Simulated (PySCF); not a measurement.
# Basis set benchmark on one molecule

Molecule: `CCCCC(=O)Cl`, C₅H₉ClO.

Geometry:
```json
{"atom": "C1", "x (Å)": "-1.415", "y (Å)": "0.729", "z (Å)": "0.645"}
{"atom": "C2", "x (Å)": "-0.041", "y (Å)": "1.077", "z (Å)": "1.192"}
{"atom": "C3", "x (Å)": "1.086", "y (Å)": "0.774", "z (Å)": "0.214"}
{"atom": "C4", "x (Å)": "2.452", "y (Å)": "1.141", "z (Å)": "0.765"}
{"atom": "C5", "x (Å)": "3.577", "y (Å)": "0.855", "z (Å)": "-0.184"}
{"atom": "O6", "x (Å)": "3.507", "y (Å)": "0.384", "z (Å)": "-1.266"}
{"atom": "Cl7", "x (Å)": "5.168", "y (Å)": "1.323", "z (Å)": "0.510"}
{"atom": "H8", "x (Å)": "-2.209", "y (Å)": "0.961", "z (Å)": "1.370"}
{"atom": "H9", "x (Å)": "-1.488", "y (Å)": "-0.344", "z (Å)": "0.403"}
{"atom": "H10", "x (Å)": "-1.631", "y (Å)": "1.290", "z (Å)": "-0.278"}
{"atom": "H11", "x (Å)": "0.136", "y (Å)": "0.526", "z (Å)": "2.133"}
{"atom": "H12", "x (Å)": "-0.009", "y (Å)": "2.148", "z (Å)": "1.463"}
{"atom": "H13", "x (Å)": "1.077", "y (Å)": "-0.297", "z (Å)": "-0.052"}
{"atom": "H14", "x (Å)": "0.919", "y (Å)": "1.315", "z (Å)": "-0.733"}
{"atom": "H15", "x (Å)": "2.676", "y (Å)": "0.602", "z (Å)": "1.702"}
{"atom": "H16", "x (Å)": "2.517", "y (Å)": "2.210", "z (Å)": "1.032"}
```

Geometry PBE0-D3(BJ)/def2-SVP throughout; GIAO in PySCF, gas phase, one conformer, non-relativistic; equivalent atoms averaged; functional PBE0.

Reference values (measured; solution, not stated per compound (mostly CDCl3 or CCl4); Pretsch, Buehlmann, Badertscher, Structure Determination of Organic Compounds, 4th ed. (2009)): δ(H15/H16) = 2.88 ppm, δ(H13/H14) = 1.67 ppm, δ(H11/H12) = 1.40 ppm, δ(H8/H9/H10) = 0.93 ppm. Computed shifts are taken against TMS, calculated as an isolated molecule at each level.

Question: How do the basis sets STO-3G, 6-31G, 6-31G*, 6-311+G(2d,p) perform against the reference? Times are CPU seconds on 1 thread of an Intel Xeon Platinum 8488C, shared host.

Answer: 
```
    basis set  functions  H15/H16  H13/H14  H11/H12  H8/H9/H10  mean abs. error H  core-s
       STO-3G         48     2.33     1.24     0.88       0.82               0.40     5.3
        6-31G         85     2.79     1.63     1.28       1.13               0.11      12
       6-31G*        120     2.60     1.53     1.21       1.00               0.17      20
6-311+G(2d,p)        251     2.90     1.48     1.16       0.95               0.12      47
```

For ¹H the closest is 6-31G (0.11 ppm, with 6-311+G(2d,p) practically level) and the furthest STO-3G (0.40 ppm). Where a smaller basis beats a larger one, errors probably cancel. One molecule is a small sample, and vibrational and solvent effects are absent from the calculation.

A small basis that lands close on one nucleus may do so by chance; judge by the trend and by all nuclei.
